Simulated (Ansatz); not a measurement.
`CO[SiH](C)F` + H₂S → `CO[SiH](F)S` + CH₄ at 298.15 K and 1 bar (ligand exchange at the Si–C bond).

Program: Ansatz. Geometries: PBE0-D4/def2-TZVP. ΔE: electronic, gas phase. CBS: MP2 limit from def2 TZ/QZ plus the TZ coupled-cluster correction, frozen cores. This one scheme is used for every species. One conformer a species, not always the lowest.

```tsv
species	CCSD(T)/CBS energy (Eh)	H − E (kJ/mol)	S (J/(mol·K))
`CO[SiH](C)F`	-544.48370	261.9	357.0
H₂S	-398.97279	49.9	205.7
`CO[SiH](F)S`	-903.01589	191.3	366.8
CH₄	-40.46206	127.4	186.2
```

H − E and S are ideal-gas, rigid-rotor, harmonic terms from PBE0-D4/def2-TZVP, for one conformer and one mirror image of each species. 1 Eh = 2625.50 kJ/mol, R = 8.31446 J/(mol·K).

Question: By hand: ΔE, ΔH, ΔS and ΔG.

Answer: ΔE = (-903.01589) + (-40.46206) − (-544.48370) − (-398.97279) = -0.02146 Eh = -56.3 kJ/mol. Δ(H − E) = 191.3 + 127.4 − 261.9 − 49.9 = 6.9, so ΔH = -49.4 kJ/mol. ΔS = 366.8 + 186.2 − 357.0 − 205.7 = -9.7 J/(mol·K). ΔG = -49.4 − 298.15 × (-9.7)/1000 = -46.5 kJ/mol.

Question: By hand: the equilibrium constant, and the temperature at which ΔG would vanish if ΔH and ΔS stayed fixed.

Answer: log₁₀ K = −ΔG/(RT ln 10) = 8.1. ΔG = 0 at ΔH/ΔS = 5093 K, far beyond where these terms or the molecules hold.

The number of gas molecules stays the same, so ΔS is small and ΔH decides. A doubt of 5 kJ/mol in ΔE shifts log₁₀ K by 0.9 here. Other conformers and mirror images would add mixing entropy, several J/(mol·K) or more a flexible species. These are equilibria of isolated gas molecules and say nothing of rates. Largest T1 diagnostic: 0.012 (customary marks: 0.02 for closed shells, 0.045 for open ones).
